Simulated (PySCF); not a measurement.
PBE0 on Tc⁻ (technetium, charge -1), [Kr] 4d6 5s2, high-spin 5D determinant. Computed with PySCF 2.14 in dyall-av2z (22s15p11d2f, 136 functions), with the non-relativistic Hamiltonian (point nucleus).

```
cycle= 1 E= -4206.5666699278  delta_E= -0.0246  |g|= 0.0258  |ddm|= 0.619
cycle= 2 E= -4206.56752336293  delta_E= -0.000853  |g|= 0.0257  |ddm|= 0.174
cycle= 3 E= -4206.5678601355  delta_E= -0.000337  |g|= 0.0107  |ddm|= 0.0611
cycle= 4 E= -4206.56795783848  delta_E= -9.77e-05  |g|= 0.00232  |ddm|= 0.0487
cycle= 5 E= -4206.56798989416  delta_E= -3.21e-05  |g|= 0.000987  |ddm|= 0.0353
cycle= 6 E= -4206.56799767697  delta_E= -7.78e-06  |g|= 0.000165  |ddm|= 0.0252
cycle= 7 E= -4206.56799778155  delta_E= -1.05e-07  |g|= 3.16e-05  |ddm|= 0.00257
cycle= 8 E= -4206.5679977844  delta_E= -2.84e-09  |g|= 1.17e-05  |ddm|= 0.000237
cycle= 9 E= -4206.56799778517  delta_E= -7.71e-10  |g|= 4.53e-06  |ddm|= 7.48e-05
converged SCF energy = -4206.56799778517  <S^2> = 6.0824179  2S+1 = 5.0328592
```

Highest occupied orbital energy: 0.677 eV; ⟨L²⟩ = 6.02; populations by l: s 10.00, p 18.00, d 16.00, f 0.00.

(1) Can this result be used?

Results:

(1) With care. The run converged. A non-relativistic calculation at this Z misses sizeable relativistic shifts. ⟨S²⟩ = 6.08 against 6.00 shows spin contamination. At PBE0 the highest occupied level has a positive energy, so only the finite basis holds that electron; in a semilocal or global hybrid functional this comes from self-interaction and does not mean that the real anion is unbound.
